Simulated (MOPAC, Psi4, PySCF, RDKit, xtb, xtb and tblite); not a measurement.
Two geometries of C₈H₁₀O₂Si, SMILES O=C(O)C[SiH2]c1ccccc1, relaxed at GFN2-xTB with one dihedral held; other torsions can differ between them too.

Structure A

```
21

O     -2.1506    -1.8293    -0.1025
C     -2.5813    -0.7250    -0.3010
O     -3.3136    -0.4326    -1.3909
C     -2.4363     0.4664     0.5825
Si    -2.7277     2.0769    -0.3949
C     -1.5405     2.1707    -1.8577
C     -1.6625     3.2140    -2.7724
C     -0.8102     3.3233    -3.8552
C      0.1902     2.3842    -4.0454
C      0.3298     1.3410    -3.1464
C     -0.5270     1.2389    -2.0646
H     -3.4230    -1.2130    -1.9565
H     -3.2003     0.3822     1.3555
H     -1.4770     0.4193     1.0941
H     -4.1200     2.1533    -0.8421
H     -2.4523     3.1850     0.5350
H     -2.4412     3.9489    -2.6273
H     -0.9240     4.1405    -4.5530
H      0.8581     2.4655    -4.8907
H      1.1084     0.6051    -3.2881
H     -0.4038     0.4169    -1.3732
```

Structure B

```
21

O      3.3207    -1.6568     0.5412
C      3.1317    -0.5291     0.1593
O      4.0006     0.0977    -0.6496
C      1.9822     0.3263     0.5498
Si     1.6086     0.0762     2.4159
C      3.1430     0.5480     3.4085
C      3.2256     1.7597     4.0903
C      4.3613     2.1057     4.8002
C      5.4415     1.2406     4.8427
C      5.3768     0.0294     4.1739
C      4.2384    -0.3121     3.4668
H      4.7482    -0.4839    -0.8593
H      1.1101    -0.0053    -0.0131
H      2.1856     1.3587     0.2744
H      1.2314    -1.3157     2.6538
H      0.5008     0.9866     2.7356
H      2.3855     2.4392     4.0645
H      4.4052     3.0511     5.3220
H      6.3299     1.5084     5.3962
H      6.2163    -0.6505     4.2059
H      4.1955    -1.2581     2.9469
```

### Question
Which is lower in energy at the level B3LYP-D3(BJ)/def2-SVP // GFN2-xTB (Psi4), and by how much?

### Answer
B is lower, by 2.66 kcal/mol (dihedral O1–C2–C4–Si5: 160° in A, 40° in B).

E(B) − E(A) in kcal/mol at the other levels, on the same two geometries: GFN2-xTB (xtb and tblite) -0.14; MMFF94 // GFN2-xTB (RDKit) -8.17; B3LYP/def2-SVP // GFN2-xTB (Psi4) -3.14; PBE/def2-SVP // GFN2-xTB (Psi4) -2.76; PBE-D3(BJ)/def2-SVP // GFN2-xTB (Psi4) -2.48; UFF // GFN2-xTB (RDKit) -7.10; PM3, restricted, heats of formation // GFN2-xTB (MOPAC) -1.40; PM7, restricted, heats of formation // GFN2-xTB (MOPAC) -3.13; GFN1-xTB // GFN2-xTB (xtb) 0.90; restricted B3LYP/6-31G*, spherical d, density fitting // GFN2-xTB (PySCF) -3.29; restricted BP86/6-31G*, spherical d, density fitting // GFN2-xTB (PySCF) -2.99; restricted B3LYP/6-311+G**, spherical d, density fitting // GFN2-xTB (PySCF) -3.42.
